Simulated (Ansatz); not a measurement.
Basis-set extrapolation for `[CH3][Al]([NH2])[NH2]` (PBE0-D4/def2-TZVP geometry, frozen core, Ansatz). Multiplicity 1, RHF reference.

```json
{"": "HF", "def2-TZVPP": "-392.925183", "def2-QZVPP": "-392.940750"}
{"": "MP2 correlation", "def2-TZVPP": "-0.693088", "def2-QZVPP": "-0.741812"}
{"": "CCSD(T) correlation", "def2-TZVPP": "-0.754618", "def2-QZVPP": "not run"}
```

Energies in hartree. Use E(X) = E(∞) + A·exp(−7.88·√X) for Hartree–Fock and E(X) = E(∞) + B·X^(−2.97) for correlation, with X = 3 and 4, and add CCSD(T) minus MP2 of the smaller set to the MP2 limit.

What is the CCSD(T) energy at the basis-set limit?

HF limit: -392.940750 + (-0.015567) × 0.13774 = -392.94289. MP2 limit: -0.741812 + (-0.048724) × 0.74074 = -0.77790. Higher-order term: -0.754618 − (-0.693088) = -0.06153. Total: -393.78232 hartree, 269.2 kJ/mol below CCSD(T)/def2-TZVPP.
